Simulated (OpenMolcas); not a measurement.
# V3+: moving the ligands

V3+ with 6 ligands (fluoride) in octahedral coordination (Oh) at 1.95 Å. A charge of +0.5 e stands 3.2 Å behind each ligand. Ligand basis ANO-RCC-VDZP.

- Program: OpenMolcas
- Method: SS-CASPT2, IPEA 0.25 Eh, imaginary shift 0.1 Eh (closed shells correlated: 3s 3p and the ligand valence shells)
- Basis: ANO-RCC-VTZP [6s5p3d2f1g]
- Scalar Hamiltonian: DKH2, point nucleus
- Active space: 2 electrons in 5 orbitals (3d)
- State averaging: 2S+1 = 3 even, 10 roots; 2S+1 = 1 even, 15 roots
- Spin-orbit coupling: RASSI with atomic mean-field integrals over the reference wave functions

Runs around this geometry, states (labels of O, the rotations of Oh). Energies in cm-1 above the lowest state or level, χT in cm3 K/mol; under a threefold ground state the first gap can be a small split of the lowest multiplet, not the spin-orbit step; 10Dq and B are least-squares fits to the states below 45000 cm-1, weighted by degeneracy, with a free offset, and given where the rms deviation is under 5 % of |10Dq| (or 100 cm-1) and under 700 cm-1.

| R (Å) | Ground state | First state of that spin | 10Dq | B (rms of fit) | First gap with spin-orbit (degeneracies) | χT at 300 K | First state of another spin |
| --- | --- | --- | --- | --- | --- | --- | --- |
| 1.91 | 3T1 | 3T2 16010 | 17656 | 790 (193) | 5 (2, 3) | 0.891 | 1T2 10740 |
| 1.95 | 3T1 | 3T2 14350 | 15933 | 797 (205) | 5 (2, 3) | 0.891 | 1T2 10730 |
| 2.05 | 3T1 | 3T2 11380 | 12674 | 810 (249) | 7 (2, 3) | 0.889 | 1T2 10910 |

Taking |10Dq| as R^-n, n = -ln(12674 / 17656) / ln(2.05 / 1.91) = 4.7 between the shortest and longest distance. The point-charge formula for a cubic d site gives n = 5.

Roots that are degenerate in the reference are averaged as groups; the widest CASPT2 spread within a group is 91 cm-1 (the 3-fold group of multiplicity 3 near 0 cm-1 above the lowest state of its run, R = 1.91). Shifts and gaps below about the spread of the groups concerned are not significant. Over all roots computed the reference weight is 0.71 to 0.72 in R = 1.91, 0.71 to 0.72 in R = 1.95, 0.71 to 0.72 in R = 2.05; a low but even weight reflects the number of correlated electrons. An orbital triplet at a regular site is open to Jahn-Teller coupling, which can distort the site and quench the lowest spin-orbit gaps and is left out. Ligand-to-metal charge-transfer states are missing. With no ligand orbital active B as a rule stays too high, so bands that hang on it stand too high and its fall with covalency is understated. With one d shell and no ligand orbital active, 10Dq can be off by a tenth or more. Free-ion shares, where given, are those of the reference states; single-state CASPT2 does not remix them (holds for R = 2.05). No measured value stands beside these numbers; the geometry is a model, was not optimised and need not be the one that this ion takes.
